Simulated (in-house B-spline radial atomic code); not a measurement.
A radial electron density 4πr²n(r) was computed for an atom or ion in its tabulated ground configuration with an all-electron radial atomic-structure program (B-spline basis); method: Dirac-Kohn-Sham LC-wPBE, spherical fractional occupations, exact exchange averaged over the configuration. Columns: r (bohr), 4πr²n(r) (electrons per bohr), bar.

```
0.000736    2.191 #
0.000904    3.099 #
 0.00111    4.358 ##
 0.00137    6.144 ##
 0.00168    8.508 ###
 0.00206    11.68 #####
 0.00253    15.89 ######
 0.00311    21.37 #########
 0.00383    28.33 ###########
  0.0047    36.64 ###############
 0.00578    46.37 ###################
  0.0071    56.87 #######################
 0.00873    67.35 ###########################
  0.0107    76.26 ###############################
  0.0132    82.41 #################################
  0.0162    84.22 ##################################
  0.0199    81.82 #################################
  0.0245     77.1 ###############################
  0.0301    74.13 ##############################
  0.0369    77.11 ###############################
  0.0454    87.64 ###################################
  0.0558    101.2 #########################################
  0.0685    108.7 ############################################
  0.0842    103.4 ##########################################
   0.103    89.79 ####################################
   0.127    81.31 #################################
   0.156    87.19 ###################################
   0.192    95.59 #######################################
   0.236    85.91 ###################################
    0.29    58.99 ########################
   0.356    39.26 ################
   0.438    39.66 ################
   0.538    44.38 ##################
   0.662    36.82 ###############
   0.813    22.87 #########
   0.999     14.1 ######
    1.23    10.76 ####
    1.51    7.714 ###
    1.85    3.978 ##
    2.28    1.276 #
     2.8   0.2505 
    3.44  0.02715 
    4.23 0.001384 
     5.2 3.105e-05
```

Task: Which atom or ion is it?
A. Eu5+
B. Sm5+
C. Sm6+
D. Tb6+

Result: B. The area under the curve, ∫4πr²n dr = ∫r·4πr²n d(ln r) on this logarithmic grid, is 57 electrons, which only this option has. The configuration is [Xe] 4f3.
